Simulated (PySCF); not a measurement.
Gas-phase reaction: SiBr₂ ⇌ Br₂ + Si

Method: PySCF energies plus ideal-gas RRHO corrections (1 bar). Table values come from the NASA 1993 polynomials. † marks an energy on the PBE0/def2-TZVP geometry and frequencies; other levels use their own. MP2 and CCSD(T) freeze the core. 6-31G* has spherical d functions here. Open shells (unrestricted): Si (multiplicity 3, electronic degeneracy 9); the rest are closed-shell singlets. Spin-orbit splitting is ignored; it lowers the true energy and changes the entropy of Si. B3LYP is the form with VWN-RPA correlation. Br: all electrons, no relativistic terms. MP2 isn't extrapolated to the basis-set limit; its ΔH°(298 K) is 518.3 kJ in def2-SVP and 541.8 kJ in def2-TZVPP. CCSD(T) isn't extrapolated to the basis-set limit; its ΔH°(298 K) is 498.9 kJ in def2-SVP and 520.7 kJ in def2-TZVPP. The harmonic model lacks anharmonicity and excited electronic states, which grow with temperature; levels with a mode under 35 cm⁻¹ are left out. The table's entry may be an old estimate for SiBr₂ (not checked at source).

```csv
level,"ΔH°(298 K), kJ",minus table,"ΔG°(1000 K), kJ"
table,533.2,-,423.7
B3LYP/6-31G*,510.4,-22.8,401.7
BLYP/def2-TZVP†,515.5,-17.7,406.3
CCSD(T)/def2-SVP†,498.9,-34.3,389.8
MP2/def2-TZVPP†,541.8,8.6,432.6
r2SCAN/def2-TZVP†,541.7,8.5,432.5
LDA/def2-TZVP†,588.0,54.8,478.9
```
